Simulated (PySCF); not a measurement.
C₁₀H₁₁P.
Numbering: `[CH2:1]=[P@@:2]1([CH3:3])[CH:4]=[CH:5][c:6]2[cH:7][cH:8][cH:9][cH:10][c:11]21`

Geometry (GFN2-xTB, Å), atoms numbered from 1 in this order:
```
atom  x, y, z in Å
C1    -2.216   -0.791    1.513
P2    -1.475    0.008    0.198
C3    -2.182   -0.633   -1.358
C4    -1.201    1.791   -0.168
C5     0.106    2.089   -0.158
C6     0.990    0.945   -0.036
C7     2.377    0.942   -0.090
C8     3.057   -0.255    0.066
C9     2.372   -1.442    0.283
C10    0.986   -1.453    0.335
C11    0.306   -0.263    0.174
H12   -1.782   -0.473    2.460
H13   -3.295   -0.635    1.501
H14   -2.183   -1.720   -1.296
H15   -3.207   -0.276   -1.452
H16   -1.595   -0.294   -2.210
H17   -1.995    2.522   -0.207
H18    0.510    3.086   -0.252
H19    2.918    1.863   -0.253
H20    4.136   -0.263    0.024
H21    2.924   -2.361    0.414
H22    0.438   -2.367    0.513
```

NICS is the negative of the GIAO shielding at a point without a nucleus: at the ring centre (0) and 1 Å above and below it (1); zz is the component along the ring normal. Level: GIAO PBE0/pcSseg-1 (PySCF, non-relativistic, gas phase) on the GFN2-xTB geometry, one conformer.

Ring bond lengths (Å), with Mayer bond orders in brackets: P2–C4 1.841 (0.77), C4–C5 1.341 (1.77), C5–C6 1.451 (1.06), C6–C11 1.404 (1.35), C11–P2 1.802 (0.86); C6–C7 1.388 (1.38), C7–C8 1.386 (1.43), C8–C9 1.387 (1.44), C9–C10 1.388 (1.41), C10–C11 1.380 (1.49), C11–C6 1.404 (1.35).

**Question.** Give the NICS values of each ring in ppm.

**Answer.** 
| ring | type | NICS(0) | NICS(1), two faces | NICS(1)zz, two faces | rms pucker (Å) | centre to ring atoms, mean (Å) |
| --- | --- | --- | --- | --- | --- | --- |
| P2–C4–C5–C6–C11 | 5-membered ring with P; formal bonds 1 aromatic, 1 double, 3 single | 1.4 | -1.5 / -1.5 | 3.7 / 3.2 | 0.03 | 1.33 |
| C6–C7–C8–C9–C10–C11 | 6-membered carbocycle; formal bonds all aromatic | -7.4 | -10.7 / -10.5 | -26.3 / -25.6 | 0.00 | 1.39 |

**Question.** What do they say, and how far can they be read as aromaticity?

**Answer.** 
- P2–C4–C5–C6–C11: mean NICS(1)zz 3.5 ppm, deshielded. P2 has four or more neighbours; no verdict on aromaticity is drawn.
- C6–C7–C8–C9–C10–C11: mean NICS(1)zz -26.0 ppm, shielded. The ring is flat and has no four-coordinate atom; by the NICS criterion it is aromatic, though in fused rings the probe also feels the neighbouring ring.

**Question.** How equal are the bonds by HOMA? HOMA takes Krygowski's 1993 parameters.

**Answer.** 
- C6–C7–C8–C9–C10–C11: HOMA 0.99 = 1 − EN − GEO, with mean bond length 1.389 Å, EN = α(Ropt − mean)² = 0.000 and GEO = α × variance = 0.014. The geometric and the magnetic index point the same way.

**Question.** List the ring angles and the Hirshfeld charges of the ring atoms.

**Answer.** 
- P2–C4–C5–C6–C11: P2 89.8° (+0.359 e), C4 111.0° (-0.109 e), C5 114.8° (-0.044 e), C6 113.2° (-0.006 e), C11 110.7° (-0.051 e); sum 539.5° against 540° for a flat convex ring.
- C6–C7–C8–C9–C10–C11: C6 119.4° (-0.006 e), C7 119.2° (-0.049 e), C8 121.0° (-0.042 e), C9 120.4° (-0.046 e), C10 118.7° (-0.035 e), C11 121.3° (-0.051 e); sum 720.0° against 720° for a flat convex ring.
